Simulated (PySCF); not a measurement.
BI3, charge +1, doublet, at a GFN2-xTB geometry (a state made from the parent by changing its charge; the spin is typed, not shown lowest) (core potentials on I); DF-SCAN/def2-SVP (PySCF).

The PySCF input:
```python
from pyscf import gto, scf, dft

mol = gto.M(
    atom='''
B    -0.000000   -0.000000    0.000000
I     1.994881   -0.349033   -0.597747
I    -0.740758   -0.879532    1.770982
I    -1.254123    1.228564   -1.173235
''',
    basis='def2-svp',
    ecp={'I': 'def2-svp'},
    charge=1,
    spin=1,
    verbose=4,
)

mf = dft.UKS(mol)
mf.xc = 'scan'
mf.grids.level = 0
mf = mf.density_fit(auxbasis='def2-universal-jkfit')
mf.kernel()
```

What the program printed (banner, timings and long lists left out):

```
PySCF version 2.14.0

[INPUT] verbose = 4
[INPUT] num. atoms = 4
[INPUT] num. electrons = 79
[INPUT] charge = 1
[INPUT] spin (= nelec alpha-beta = 2S) = 1
[INPUT] symmetry False subgroup None
[INPUT] Mole.unit = angstrom
[INPUT] Symbol           X                Y                Z      unit          X                Y                Z       unit  Magmom
[INPUT]  1 B      0.000000000000   0.000000000000   0.000000000000 AA    0.000000000000   0.000000000000   0.000000000000 Bohr   0.0
[INPUT]  2 I      1.994881000000  -0.349033000000  -0.597747000000 AA    3.769778741098  -0.659576778435  -1.129578121780 Bohr   0.0
[INPUT]  3 I     -0.740758000000  -0.879532000000   1.770982000000 AA   -1.399829744581  -1.662074597791   3.346670951534 Bohr   0.0
[INPUT]  4 I     -1.254123000000   1.228564000000  -1.173235000000 AA   -2.369948996518   2.321649486500  -2.217092829754 Bohr   0.0

nuclear repulsion = 365.271870862833
number of shells = 36
number of NR pGTOs = 207
number of NR cGTOs = 92
basis = def2-svp
ecp = {'I': 'def2-svp'}

******** <class 'pyscf.df.df_jk.DFUKS'> ********
method = DFUKS
initial guess = minao
damping factor = 0
level_shift factor = 0
DIIS = <class 'pyscf.scf.diis.CDIIS'>
diis_start_cycle = 1
diis_space = 8
diis_damp = 0
SCF conv_tol = 1e-09
SCF conv_tol_grad = None
SCF max_cycles = 50
direct_scf = False
number electrons alpha = 40  beta = 39
XC library pyscf.dft.libxc version 7.1.2
    S. Lehtola, C. Steigemann, M. J. T. Oliveira, and M. A. L. Marques,  SoftwareX 7, 1–5 (2018)
XC functionals = scan
    J. Sun, A. Ruzsinszky, and J. P. Perdew,  Phys. Rev. Lett. 115, 036402 (2015)
    J. Sun, A. Ruzsinszky, and J. P. Perdew,  Phys. Rev. Lett. 115, 036402 (2015)
radial grids:
    Treutler-Ahlrichs [JCP 102, 346 (1995); DOI:10.1063/1.469408] (M4) radial grids

becke partition: Becke, JCP 88, 2547 (1988); DOI:10.1063/1.454033
pruning grids: <function nwchem_prune>
grids dens level: 0
symmetrized grids: False
atomic radii adjust function: <function treutler_atomic_radii_adjust>
small_rho_cutoff = 0
Set gradient conv threshold to 3.16228e-05
tot grids = 9576
init E= -824.100674041652

cycle= 1 E= -914.485402914068  delta_E= -90.4  |g|= 3.52  |ddm|= 10.7
cycle= 2 E= -915.235939110623  delta_E= -0.751  |g|= 2.69  |ddm|= 8.99
cycle= 3 E= -917.068173950292  delta_E= -1.83  |g|=    1  |ddm|= 3.99
cycle= 4 E= -917.668034346155  delta_E= -0.6  |g|= 0.611  |ddm|= 2.12
cycle= 5 E= -917.82075022088  delta_E= -0.153  |g|= 0.343  |ddm|= 1.38
cycle= 6 E= -917.900378829265  delta_E= -0.0796  |g|= 0.186  |ddm|= 1.15
cycle= 7 E= -917.918277098745  delta_E= -0.0179  |g|= 0.133  |ddm|= 0.645
cycle= 8 E= -917.934458613677  delta_E= -0.0162  |g|= 0.0508  |ddm|= 0.474
cycle= 9 E= -917.937170116072  delta_E= -0.00271  |g|= 0.00713  |ddm|= 0.144
cycle= 10 E= -917.937218757478  delta_E= -4.86e-05  |g|= 0.00297  |ddm|= 0.0267
cycle= 11 E= -917.937228062049  delta_E= -9.3e-06  |g|= 0.000611  |ddm|= 0.00751
cycle= 12 E= -917.937228292243  delta_E= -2.3e-07  |g|= 0.000288  |ddm|= 0.0017
cycle= 13 E= -917.937228386556  delta_E= -9.43e-08  |g|= 6.06e-05  |ddm|= 0.000839
cycle= 14 E= -917.937228390101  delta_E= -3.54e-09  |g|= 2.85e-05  |ddm|= 0.000169
cycle= 15 E= -917.937228390185  delta_E= -8.41e-11  |g|= 2.67e-05  |ddm|= 0.000101
Extra cycle  E= -917.937228373226  delta_E= 1.7e-08  |g|= 0.000129  |ddm|= 0.0004
SCF not converged.
SCF energy = -917.937228373226 after 50 cycles  <S^2> = 0.75288325  2S+1 = 2.0028812
```

Convergence was not reached.
